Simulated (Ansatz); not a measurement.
Reaction (cleavage of the Si–Si bond): `C[SiH2][SiH](Cl)Cl` + HI → `Cl[SiH](Cl)I` + `C[SiH3]`

Gas-phase electronic energies from Ansatz, PBE0-D4/def2-TZVP geometries. CBS: MP2 limit from def2 TZ/QZ plus the TZ coupled-cluster correction, frozen cores. This one scheme is used for every species. Functionals use def2-TZVPP. HSE06 is defined as in plane-wave codes. def2 core potentials past Kr. For I outer-core shells are correlated without core-valence functions, which leaves a few kJ/mol of doubt a bond. Each species was taken in one conformer, which may not be the lowest.

`C[SiH2][SiH](Cl)Cl`:

```xyz
11

C     0.383    1.098   -1.245
Si    0.350   -0.660   -0.607
Si   -0.568   -0.676    1.541
Cl    0.581    0.523    2.759
Cl   -2.468    0.112    1.452
H     0.986    1.731   -0.591
H     0.808    1.136   -2.251
H    -0.628    1.510   -1.282
H     1.719   -1.241   -0.523
H    -0.485   -1.543   -1.467
H    -0.679   -1.990    2.214
```

HI:

Cartesian coordinates in Å:
```
I -0.553 0.294 0.506
H 0.553 -0.294 -0.506
```

`Cl[SiH](Cl)I`:

Z-matrix (Å, degrees):
```
Si
Cl 1 2.034
I 1 2.417 2 110.1
Cl 1 2.034 2 109.2 3 121.0
H 1 1.472 2 108.9 3 -120.2
```

`C[SiH3]`:

```xyz
8

C    -0.543    0.138    0.813
Si    0.486   -0.123   -0.728
H    -1.175    1.023    0.712
H     0.097    0.275    1.688
H    -1.190   -0.723    0.997
H    -0.387   -0.308   -1.918
H     1.344   -1.331   -0.589
H     1.369    1.049   -0.975
```

CCSD(T)/CBS gives -80.5 kJ/mol.

Q: Another level gave -71.0 kJ/mol. Which?
A. HSE06-D4/def2-TZVPP
B. r2SCAN-D4/def2-TZVPP
C. B2PLYP/def2-TZVPP
D. MP2/def2-TZVPP

A: A. HSE06-D4 -71.0, r2SCAN-D4 -75.3, B2PLYP -79.5, MP2/def2-TZVPP -87.3 kJ/mol.

Largest T1 diagnostic among the species: 0.010.

From BLYP to BHLYP (50 % exact exchange), in def2-TZVPP and without D4, ΔE moves by −7.1 kJ/mol. At CCSD(T), def2-SVP lies +12.6 kJ/mol from the extrapolated value and def2-TZVPP +7.8 kJ/mol. Leaving LDA and LC-ωPBE aside and taking each functional with its dispersion term where it has one, the values, not all of them listed here, spread over 13.2 kJ/mol, from PBE-QIDH to PBE-D4.
